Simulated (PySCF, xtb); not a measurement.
SnClI, SMILES [I][Sn][Cl] (connectivity only; charge and spin as stated), neutral, multiplicity 1.

Harmonic wavenumbers (cm⁻¹) from GFN2-xTB (xtb) at its own minimum, in rising order: 88, 220, 313.

Task: What does PySCF with B3LYP-D3(BJ)/def2-SVP give at its own minimum? (An estimate is asked for; the answer gives what the named calculation found.)

Result: 86, 189, 346. Paired by order, the mean absolute difference is 22 cm⁻¹ and the zero-point energies are 0.9 and 0.9 kcal/mol.
